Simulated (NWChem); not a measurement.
System: Si2NH6OF; SMILES O[SiH2][Si@@H](N)F

The following NWChem deck was run.

```
start job
memory heap 200 mb stack 900 mb global 1100 mb
geometry units angstroms noautoz
  N     -1.079483    -1.941557    -0.235303
  Si     0.110624    -0.874364     0.401725
  F      1.612185    -1.090170    -0.207257
  Si    -0.564340     1.313017    -0.114255
  O      0.649891     2.450703     0.081896
  H     -1.409822    -1.855249    -1.188887
  H     -1.154880    -2.897067     0.093900
  H      0.210933    -1.196226     1.849690
  H     -1.115014     1.312268    -1.507637
  H     -1.655297     1.737698     0.799483
  H      1.507066     2.221803    -0.304296
end
basis spherical
  * library def2-svp
end
dft
  xc mn15
  grid xcoarse
  iterations 150
  mulliken
end
task dft gradient
```

Parts of the log:

```
             Northwest Computational Chemistry Package (NWChem) 7.3.0
             --------------------------------------------------------

 C1  symmetry detected

                             Geometry "geometry" -> ""
                             -------------------------

 Output coordinates in angstroms (scale by  1.889725989 to convert to a.u.)

  No.       Tag          Charge          X              Y              Z
 ---- ---------------- ---------- -------------- -------------- --------------
    1 N                    7.0000    -1.09793293    -1.98434235    -0.22362895
    2 Si                  14.0000     0.09999446    -0.90456828     0.37646952
    3 F                    9.0000     1.58068972    -1.09475398    -0.28947919
    4 Si                  14.0000    -0.62438292     1.27637380    -0.09810025
    5 O                    8.0000     0.58022294     2.42995779     0.06105463
    6 H                    1.0000    -1.46477267    -1.89632276    -1.16361646
    7 H                    1.0000    -1.14758071    -2.94303683     0.10117663
    8 H                    1.0000     0.25872549    -1.23474483     1.81731913
    9 H                    1.0000    -1.22655676     1.27716936    -1.47001199
   10 H                    1.0000    -1.68637112     1.67922061     0.85864098
   11 H                    1.0000     1.42553357     2.21595715    -0.35839993

 Effective nuclear repulsion energy (a.u.)     302.7302908073

                                 NWChem DFT Module
                                 -----------------

 Summary of "ao basis" -> "ao basis" (spherical)
 ------------------------------------------------------------------------------
       Tag                 Description            Shells   Functions and Types
 ---------------- ------------------------------  ------  ---------------------
 N                          def2-svp                 6       14   3s2p1d
 Si                         def2-svp                 8       18   4s3p1d
 F                          def2-svp                 6       14   3s2p1d
 O                          def2-svp                 6       14   3s2p1d
 H                          def2-svp                 3        5   2s1p

            General Information
            -------------------
          SCF calculation type: DFT
          Wavefunction type:  closed shell.
          No. of atoms     :    11
          No. of electrons :    58
           Alpha electrons :    29
            Beta electrons :    29
          Charge           :     0
          Spin multiplicity:     1
          Use of symmetry is: off; symmetry adaption is: off
          Maximum number of iterations: 150
          AO basis - number of functions:   108
                     number of shells:    52
          Convergence on energy requested:  1.00D-06
          Convergence on density requested:  1.00D-05
          Convergence on gradient requested:  5.00D-04

              XC Information
              --------------
                         MN15 Method XC Functional
                     Hartree-Fock (Exact) Exchange  0.440
                          MN15 Exchange Functional  1.000
                        MN15 Correlation Potential  1.000

             Grid Information
             ----------------
          Grid used for XC integration:  xcoarse
          Radial quadrature: Mura-Knowles
          Angular quadrature: Lebedev.
          Tag              B.-S. Rad. Rad. Pts. Rad. Cut. Ang. Pts.
          ---              ---------- --------- --------- ---------
          N                   0.65       21          11.0       194
          Si                  1.10       42          10.0       194
          F                   0.50       21          11.0       194
          O                   0.60       21          13.0       194
          H                   0.35       21          13.0       194
          Grid pruning is: on
          Number of quadrature shells:   273
          Spatial weights used:  Erf1

      Superposition of Atomic Density Guess
      -------------------------------------

 Sum of atomic energies:        -808.70060955

      Non-variational initial energy
      ------------------------------

 Total energy =    -810.291398
 1-e energy   =   -1722.388583
 2-e energy   =     609.366894
 HOMO         =      -0.303580
 LUMO         =       0.010603

     ---------------------------------------------
      Total Density - Mulliken Population Analysis
     ---------------------------------------------

    Atom       Charge   Shell Charges
 -----------   ------   -------------------------------------------------------
    1 N    7     7.75   1.99  1.03  0.45  2.58  1.70  0.01
    2 Si  14    13.05   2.00  1.99  0.95  0.22  5.93  0.95  0.74  0.26
    3 F    9     9.59   1.99  1.15  0.78  3.53  2.14  0.00
    4 Si  14    13.38   2.00  1.99  0.99  0.26  5.94  1.05  0.98  0.19
    5 O    8     8.79   1.99  1.10  0.64  3.09  1.95  0.00
    6 H    1     0.75   0.59  0.12  0.04
    7 H    1     0.75   0.59  0.12  0.04
    8 H    1     1.11   0.71  0.39  0.01
    9 H    1     1.10   0.70  0.39  0.01
   10 H    1     1.09   0.70  0.38  0.01
   11 H    1     0.65   0.52  0.07  0.06

   convergence    iter        energy       DeltaE   RMS-Dens  Diis-err
 ---------------- ----- ----------------- --------- --------- ---------
 d= 0,ls=0.0,diis     1   -811.5999711915 -1.11D+03  1.31D-02  1.40D+00
 d= 0,ls=0.0,diis     2   -811.5923651072  7.61D-03  7.11D-03  1.38D+00
 d= 0,ls=0.0,diis     3   -811.7123366969 -1.20D-01  1.43D-03  8.87D-02
 d= 0,ls=0.0,diis     4   -811.7196892039 -7.35D-03  3.67D-04  3.25D-03
 d= 0,ls=0.0,diis     5   -811.7199942004 -3.05D-04  1.11D-04  4.48D-04
  Resetting Diis
 d= 0,ls=0.0,diis     6   -811.7200420685 -4.79D-05  2.68D-05  5.36D-06
 d= 0,ls=0.0,diis     7   -811.7200428531 -7.85D-07  9.14D-06  4.27D-07

         Total DFT energy =     -811.720042853063
      One electron energy =    -1726.525385897398
           Coulomb energy =      681.778281989168
    Exchange-Corr. energy =      -69.703229752148
 Nuclear repulsion energy =      302.730290807315

 Numeric. integr. density =       58.002218219132

                       DFT Final Molecular Orbital Analysis
                       ------------------------------------

 Vector   27  Occ=2.000000D+00  E=-3.520416D-01
              MO Center= -5.6D-01,  1.7D+00, -8.9D-02, r^2= 2.9D+00
   Bfn.  Coefficient  Atom+Function         Bfn.  Coefficient  Atom+Function
  ----- ------------  ---------------      ----- ------------  ---------------
    70      0.374527   5 O  pz               99     -0.292480  10 H  s
    73      0.267870   5 O  pz               94      0.265016   9 H  s
   100     -0.212040  10 H  s                95      0.194939   9 H  s
    56     -0.185435   4 Si pz               55     -0.121396   4 Si py
    67      0.100485   5 O  s                53      0.098582   4 Si pz

 Vector   28  Occ=2.000000D+00  E=-3.282403D-01
              MO Center= -8.9D-01, -1.7D+00, -9.4D-02, r^2= 2.1D+00
   Bfn.  Coefficient  Atom+Function         Bfn.  Coefficient  Atom+Function
  ----- ------------  ---------------      ----- ------------  ---------------
     4      0.432868   1 N  px                7     -0.353437   1 N  px
     6     -0.264853   1 N  pz                9      0.194694   1 N  pz
     5     -0.154132   1 N  py                8      0.131278   1 N  py
    37      0.109414   3 F  py               23      0.108143   2 Si py
    25     -0.102911   2 Si px               36      0.102837   3 F  px

 Vector   29  Occ=2.000000D+00  E=-3.022911D-01
              MO Center= -2.3D-01,  2.8D-01,  2.6D-02, r^2= 3.9D+00
   Bfn.  Coefficient  Atom+Function         Bfn.  Coefficient  Atom+Function
  ----- ------------  ---------------      ----- ------------  ---------------
    23      0.234817   2 Si py               55     -0.227346   4 Si py
    69      0.227224   5 O  py               17      0.184186   2 Si s
    94     -0.180279   9 H  s                72      0.175116   5 O  py
    89     -0.159990   8 H  s                95     -0.148133   9 H  s
     5      0.143199   1 N  py               70     -0.142430   5 O  pz

 Vector   30  Occ=0.000000D+00  E= 1.464322D-02
              MO Center= -2.8D-01,  5.8D-01,  9.5D-03, r^2= 4.4D+00
   Bfn.  Coefficient  Atom+Function         Bfn.  Coefficient  Atom+Function
  ----- ------------  ---------------      ----- ------------  ---------------
    57      0.578471   4 Si px               58      0.500210   4 Si py
    67     -0.490353   5 O  s                 3      0.401761   1 N  s
    25      0.364492   2 Si px              100      0.282637  10 H  s
    26      0.258801   2 Si py               18      0.193404   2 Si s
   105      0.183561  11 H  s                35     -0.180514   3 F  s

[...]

                         DFT ENERGY GRADIENTS

    atom               coordinates                        gradient
                 x          y          z           x          y          z
   1 N      -2.074792  -3.749863  -0.422597   -0.007570  -0.005350  -0.001361
   2 Si      0.188962  -1.709386   0.711424    0.008666   0.001039  -0.001612
   3 F       2.987070  -2.068785  -0.547036   -0.000073  -0.000621   0.000344
   4 Si     -1.179913   2.411997  -0.185383   -0.000991  -0.001129  -0.002040
   5 O       1.096462   4.591954   0.115377    0.000181   0.007031   0.003281
   6 H      -2.768019  -3.583530  -2.198916    0.001272  -0.000515   0.001012
   7 H      -2.168613  -5.561533   0.191196    0.000637   0.000964  -0.000604
   8 H       0.488920  -2.333329   3.434235   -0.000855  -0.001498   0.003062
   9 H      -2.317856   2.413500  -2.777920   -0.001910   0.000535  -0.002664
  10 H      -3.186779   3.173267   1.622596   -0.001392   0.001375   0.001917
  11 H       2.693868   4.187552  -0.677278    0.002033  -0.001832  -0.001336
```

Level: MN15/def2-SVP. Geometry: optimised at B3LYP/6-31G* (spherical d).
